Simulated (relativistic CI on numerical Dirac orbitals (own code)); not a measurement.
## Hyperfine structure of Au25+, mass number 197

Calculated at this level of theory: Dirac-Coulomb-Breit CI, orbitals from a KLI potential per configuration, a model potential for QED, unscaled Slater integrals (own radial code, finite nucleus).

CI space (outside the closed core [Ar] 3d10 4p6 4d10): 4s²4f⁸, 4s²4f⁷5s, 4s²4f⁶5s², 4s²4f⁷6s, 4f¹⁰. Levels of other configurations are missing.

Nuclear spin I = 3/2, μ = 0.1452 μN, Q = 0.547 b (tables of Stone and Pyykkö). The electronic factors are computed for point nuclear moments, without core polarisation or the Bohr-Weisskopf and QED corrections.

| Level | E (eV) | A (MHz) | B (MHz) |
| --- | --- | --- | --- |
| 4s²4f⁸ ⁷F6 | 0.0000 | 194.9 | 3180 |
| 4s²4f⁸ ⁷F4 | 1.9590 | 192.6 | 323 |
| 4s²4f⁸ ⁷F5 | 2.0312 | 159.3 | 1490 |
| 4s²4f⁸ ⁷F3 | 3.2453 | 166.3 | -524 |
| 4s²4f⁸ ⁷F2 | 3.5297 | 176 | -964 |
| 4s²4f⁸ ⁷F1 | 4.1472 | 168.7 | -906 |
| 4s²4f⁸ ⁵L10 | 7.9503 | 303.5 | -263 |

Levels with J = 0, under 50 % of one LS term, or S terms without an open s electron are left out. Small factors come from cancelling terms and can be off by tens of per cent or more.

At this charge energies of transitions that change n are usually good to better than 1 %, and those within a shell (Δn = 0) to a few per cent. Terms inside the open d or f shell come out 10 to 20 % too wide with unscaled integrals.

Q: Give the hyperfine levels of 4s²4f⁸ ⁷F6 relative to its centre of gravity.

A: With K = F(F + 1) − I(I + 1) − J(J + 1), E = AK/2 + B[¾K(K + 1) − I(I + 1)J(J + 1)]/[2I(2I − 1)J(2J − 1)]: F = 9/2: -782, F = 11/2: -1698, F = 13/2: -900.3, F = 15/2: 2550 MHz.

LS names give the leading component of a level, which can be under half, so a name can repeat, a term be missing and a line seem to break the LS rules.
